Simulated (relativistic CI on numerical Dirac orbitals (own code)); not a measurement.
Ti3+: resonant inelastic scattering at the L2,3 edge

Computed with this model: Dirac-Coulomb-Breit CI, KLI orbitals optimised for each configuration, QED by a radiative potential, valence Slater integrals scaled by 0.9, Kramers-Heisenberg scattering through one core-hole configuration in a parametric crystal field; configurations [Ar] 3d → [He] 2s2 2p5 3s2 3p6 3d2; 80 K; core-hole width 0.6 eV; summed over polarisations. Incident energies are the highest absorption maxima for each field (at most a few, so the weaker spin-orbit partner edge can be absent), on the computed scale of the free ion. Intensities are in per cent of the strongest line above 0.02 eV; levels within 1 cm⁻¹ are merged; final levels count from the ground level, the first row holds all elastic scattering, lines under 0.4 are left out and each table stops after 24 rows. The scale of the Slater integrals is a model choice and moves the terms in proportion.

Field parameters in Wybourne normalisation: D4h B²₀ = −7Ds, B⁴₀ = 21(Dq − Dt), B⁴₄ = 21√(5/14) Dq. The field is a parameter set, without covalency.

S is read from ⟨S²⟩ = S(S + 1).

D4h, 10Dq = 19550, Ds = -1500, Dt = 760 cm⁻¹:

```csv
Final level (eV),Degeneracy,Irrep,S,461.9 eV,465.5 eV,467.3 eV
0.000,2,Γ7,0.50,432.9,349.6,1083.6
1.020,2,Γ6,0.50,19.8,21.9,100.0
1.038,2,Γ7,0.50,43.2,37.9,46.8
2.424,2,Γ7,0.50,17.2,29.1,88.1
2.697,2,Γ6,0.50,13.2,73.9,70.5
```

D4h, 10Dq = 19550, Ds = -860, Dt = 760 cm⁻¹:

| Final level (eV) | Degeneracy | Irrep | S | 461.8 eV | 465.4 eV | 467.3 eV |
| --- | --- | --- | --- | --- | --- | --- |
| 0.000 | 2 | Γ7 | 0.50 | 390.3 | 306.1 | 845.4 |
| 0.782 | 2 | Γ6 | 0.50 | 19.7 | 19.3 | 82.0 |
| 0.800 | 2 | Γ7 | 0.50 | 40.4 | 32.7 | 68.0 |
| 2.380 | 2 | Γ6 | 0.50 | 14.0 | 59.7 | 52.6 |
| 2.424 | 2 | Γ7 | 0.50 | 13.9 | 24.9 | 100.0 |

D4h, 10Dq = 19550, Ds = -210, Dt = 760 cm⁻¹:

| Final level (eV) | Degeneracy | Irrep | S | 465.3 eV | 467 eV | 467.5 eV |
| --- | --- | --- | --- | --- | --- | --- |
| 0.000 | 2 | Γ7 | 0.50 | 239.0 | 465.4 | 575.3 |
| 0.541 | 2 | Γ6 | 0.50 | 19.9 | 78.1 | 32.4 |
| 0.558 | 2 | Γ7 | 0.50 | 28.1 | 37.2 | 100.0 |
| 2.058 | 2 | Γ6 | 0.50 | 39.5 | 19.9 | 73.4 |
| 2.424 | 2 | Γ7 | 0.50 | 20.9 | 54.4 | 81.2 |

For the first field the strongest loss at the lowest incident energy is the level at 1.04 eV (S = 0.50, against 0.50 in the thermal ground state).
